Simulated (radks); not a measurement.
The chlorine anion Cl-, [Ar], held by a Watson sphere: a shell of charge +1 at radius R that stands for the Madelung well of a crystal (potential energy -1/R inside, -1/r outside, in hartree with lengths in bohr). All-electron calculation, non-relativistic Kohn-Sham, LDA (Slater exchange, Perdew-Wang correlation), spin-polarised, spherical densities, point nucleus. Program: a radial shooting solver on a logarithmic mesh with Libxc functionals. Response by self-consistent Sternheimer equations with the Hartree and adiabatic LDA kernel. The sphere does not respond.

R (bohr)  e(2p) (eV)  e(3s) (eV)  e(3p) (eV)  <r> 3p (bohr)  sum of <r^2> (bohr^2)  X-ray form factor at sin(theta)/lambda = 0.2 1/angstrom  alpha (bohr^3)
2.39         -189.39     -19.979      -8.548          1.917                  34.22                                                   12.119           20.17
2.57         -189.25     -19.644      -8.257          1.935                  34.83                                                   12.089           21.41
2.67         -189.17     -19.464      -8.096          1.944                  35.15                                                   12.075           22.11
2.75         -189.09     -19.324      -7.968          1.951                  35.39                                                   12.065           22.68
3.4          -188.41     -18.292      -6.985          1.995                  37.02                                                   12.016           27.32
